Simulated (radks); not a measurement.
Values are calculated unless marked as measured or tabulated.
Initial-state core-level shifts of neutral holmium when its valence configuration changes from [Xe] 4f11 6s2. Code: a radial shooting solver on a logarithmic mesh with Libxc functionals. Model: Dirac Kohn-Sham, PBE, spin-unpolarised, spherical densities, finite nucleus; open shells fill j = l - 1/2 first; Fermi nuclear charge, rms radius 5.2022 fm. Shifts are changes of the shell-averaged eigenvalues in eV (positive: less bound); the change of the density at the nucleus, which sets a Mossbauer isomer shift, is in e/bohr^3, on a base of 8.054e+05.

| valence | 1s | 3s | 4d | 5s | density at nucleus |
|---|---|---|---|---|---|
| 4f11 6s1 6p1 | -1.285 | -1.251 | -1.268 | -1.325 | -26.21 |
| 4f10 6s2 6p1 | -9.382 | -10.688 | -10.110 | -7.054 | +58.05 |
| 4f11 5d1 6s1 | +0.616 | +0.639 | +0.680 | +0.790 | -31.33 |
| 4f11 5d0.5 6s1.5 | +0.386 | +0.396 | +0.418 | +0.477 | -16.37 |
| 4f10 5d1 6s2 | -6.334 | -7.614 | -6.991 | -3.898 | +41.69 |
| 4f11 6s1.5 6p0.5 | -0.659 | -0.642 | -0.651 | -0.679 | -12.55 |
